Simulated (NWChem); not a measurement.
# TTF (C₆H₄S₄); SMILES C1=CSC(=C2SC=CS2)S1

Results from NWChem. The geometry was optimised at PBE0/def2-SVP. Not confirmed as a minimum by frequencies. Level: PBE/def2-SVP with SMD, gas-phase geometry; reactions with the solvents are ignored.

| SMD term (kcal/mol) | water | anisole |
|---|---|---|
| distortion of the solute's density | 1.30 | 0.69 |
| polarisation | -7.41 | -5.20 |
| cavity, dispersion and structure | 4.00 | -2.14 |

Sum the solvation free energies, find the transfer free energy from water to anisole and the partition coefficient at 298.15 K.


1. ΔG(solv, water) = -2.11 kcal/mol and ΔG(solv, anisole) = -6.65 kcal/mol (1 M gas to 1 M solution).
2. Transfer: -6.65 − (-2.11) = -4.54 kcal/mol.
3. log₁₀ K(anisole/water) = −ΔG/(RT ln 10) = 4.54/1.364 = 3.3, so the model puts more of the solute in anisole.
4. Of the transfer energy, 1.60 kcal/mol is electrostatic and -6.14 comes from the non-electrostatic term. The two phases are taken as the pure solvents.
